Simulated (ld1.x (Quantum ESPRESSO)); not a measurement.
# What one change does to a pseudopotential (Mn (Z = 25), ultrasoft)

ld1.x (Quantum ESPRESSO) 7.5 input, shortened:

```
&input
   title='Mn', zed=25., rel=1, dft='PBE', iswitch=3,
   config='[Ar] 3d5.5 4s1.5 4p0'
 /
 &inputp
   pseudotype=3, tm=.true., lloc=-1, rcloc=3.05,
   nlcc=.false.,
   which_augfun='PSQ', rmatch_augfun=1.70
 /
6
4S  1  0   1.50   0.00  2.20  2.55  0.0
4S  1  0   0.00   0.15  2.20  2.55  0.0
4P  2  1   0.00   0.00  2.55  3.15  0.0
4P  2  1   0.00   1.55  2.55  3.15  0.0
3D  3  2   5.50   0.00  1.55  2.15  0.0
3D  3  2   0.00   0.05  1.55  2.15  0.0
 &test
   configts(1)='3d5.5 4s1.5 4p0'
 /
```

Change: local potential all-electron potential smoothed inside 2.90 bohr (lloc = -1).

Cutoffs: the cutoffs (Ry, on a coarse ladder) from which the occupation-weighted sum of valence levels, in a spherical-Bessel basis at the reference potential, stays within 10 and 1 mRy of its value at 400 Ry; they do not see the model core or the augmentation charge, which bear on the density cutoff. Errors are all-electron minus pseudo energies relative to the spin-unpolarised reference configuration.

**Question.** Predict the effect on cutoff, ghosts and configuration errors.

**Answer.** The potential gets neither clearly harder nor softer (21 Ry and 35 Ry → 21 Ry and 35 Ry); of the 7 tests that both files solve, the error grows in 1 and shrinks in 4 by more than 15 % and 0.3 meV (median size 8.2 → 2.0 meV); neither file shows a bound ghost.

| quantity | base | changed |
| --- | --- | --- |
| cutoff, loose | 21 Ry | 21 Ry |
| cutoff, tight | 35 Ry | 35 Ry |
| bound ghosts | none | none |
| error for 3d5 4s2 4p0, meV [ΔE 0.48 eV] | -1.4 | -0.7 |
| error for 3d5 4s1 4p0, meV [ΔE 8.90 eV] | +1.3 | +1.6 |
| error for 3d5 4s0 4p0, meV [ΔE 24.50 eV] | +114 | +115 |
| error for 3d4 4s2 4p1, meV [ΔE 8.28 eV] | -48 | -39 |
| error for 3d3 4s0 4p0, meV [ΔE 107.78 eV] | -846 | -808 |
| error for 3d4 4s0 4p0, meV [ΔE 57.02 eV] | -8.2 | +2.0 |
| error for 3d5 4s1 4p1, meV [ΔE 4.34 eV] | -2.3 | -1.8 |
| s: phases at 3.40 bohr within 0.05 rad from the reference energy up to (Ry; the scan ends near 5) | 2.1 | 2.1 |
| p: phases at 3.40 bohr within 0.05 rad from the reference energy up to (Ry; the scan ends near 5) | 2.7 | 2.7 |
| d: phases at 3.40 bohr within 0.05 rad from the reference energy up to (Ry; the scan ends near 5) | 3.6 | 3.6 |
| lowest overlap eigenvalue by channel | s 0.41, p 0.66, d 1.00 | s 0.41, p 0.66, d 1.00 |
